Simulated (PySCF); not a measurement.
H₆Mo, SMILES [MoH6-], charge -1, multiplicity 2. Atoms are numbered in the order given.

```xyz
7

Mo     0.0000     0.0000     0.0737
H     -1.7529     0.0000     0.5527
H      0.0000     1.4603    -0.7541
H     -0.8679     0.0000    -1.3468
H      1.7529     0.0000     0.5527
H      0.8679     0.0000    -1.3468
H      0.0000    -1.4603    -0.7541
```
Charge -1, spin multiplicity 2.

Geometry optimised at r2SCAN-D4/def2-TZVPD. A frequency run showed that this geometry is not a minimum. The multiplicity is an assumed one; other spin states were not compared. The def2 effective core potentials stand for the cores of Mo; spin–orbit coupling is left out.

All values below come from PBE0/def2-TZVPD (PySCF).

Gas-phase values at a fixed geometry.

Question: Estimate the frontier levels, dipole moment and polarisability. (Estimate from the structure and the level; the computed values follow.)

Answer: 
```
Quantity                                                            Value
------------------------------------------------  -----------------------
α spin, highest occupied and lowest empty level         -0.73 and 2.62 eV
β spin, highest occupied and lowest empty level         -1.76 and 2.81 eV
dipole moment about the centre of nuclear charge                   2.76 D
mean static polarisability                          74.3 bohr³ (11.01 Å³)
polarisability, principal values                   62.6, 72.9, 87.3 bohr³
⟨S²⟩                                              0.764 (pure state 0.75)
```
